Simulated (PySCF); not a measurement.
Gas-phase equilibrium of 1 mol N2O, 1.2 mol N2 at 1400 K and 0.00133 bar, among 8 species (O2, N2, O, NO, O3, N, N2O, NO2). Only gases are allowed; each row takes one source of thermochemistry for all species, and Cantera finds the minimum.

Computed with PySCF and rigid-rotor harmonic-oscillator thermochemistry at 1 bar. 'Table' is the NASA 1993 thermochemical table (part measured, part estimated). † marks an energy on the PBE0/def2-TZVP geometry and frequencies; other levels use their own. MP2 freezes the core. 6-31G* has spherical d functions here. Open shells (unrestricted) among the columns below: O2 (multiplicity 3), O (multiplicity 3, electronic degeneracy 9), NO (multiplicity 2, electronic degeneracy 4), N (multiplicity 4), NO2 (multiplicity 2); the rest are closed-shell singlets. Spin-orbit splitting is ignored; it lowers the true energy and changes the entropy of O, NO. B3LYP is the form with VWN-RPA correlation. MP2 isn't extrapolated to the basis-set limit. The harmonic model lacks anharmonicity and excited electronic states, which grow with temperature; levels with a mode under 35 cm⁻¹ are left out.

Molecules larger than those listed are left out. Table species left out: NO3.

With table thermochemistry: N2 0.81, O 1.1e-5, O2 0.18, NO 0.00069, N <1e-12, NO2 1.8e-7.

How far does the composition move with the other sources (B3LYP/6-31G*, HF/def2-TZVP†, M06-2X/def2-TZVP†, MP2/def2-TZVPP†, PBE0/def2-SVP†, r2SCAN/def2-TZVP†)?


| thermochemistry | x N2 | x O | x O2 | x NO | x N | x NO2 |
|---|---|---|---|---|---|---|
| table | 0.81 | 1.1e-5 | 0.18 | 0.00069 | <1e-12 | 1.8e-7 |
| B3LYP/6-31G* | 0.81 | 6.2e-6 | 0.18 | 0.00097 | <1e-12 | 3.4e-7 |
| HF/def2-TZVP† | 0.69 | 0.31 | 3.7e-6 | 4.1e-6 | 6.1e-5 | <1e-12 |
| M06-2X/def2-TZVP† | 0.81 | 9.1e-6 | 0.18 | 0.00052 | <1e-12 | 4.3e-8 |
| MP2/def2-TZVPP† | 0.81 | 5.3e-6 | 0.19 | 0.00026 | <1e-12 | 3.7e-7 |
| PBE0/def2-SVP† | 0.81 | 3.8e-6 | 0.18 | 0.0011 | <1e-12 | 1.6e-6 |
| r2SCAN/def2-TZVP† | 0.81 | 2.4e-6 | 0.18 | 0.00055 | <1e-12 | 1.5e-6 |
The most sensitive of these is N: it spans a factor of 10^7.8 over these rows; at this temperature one factor of ten is RT ln 10 = 27 kJ/mol.
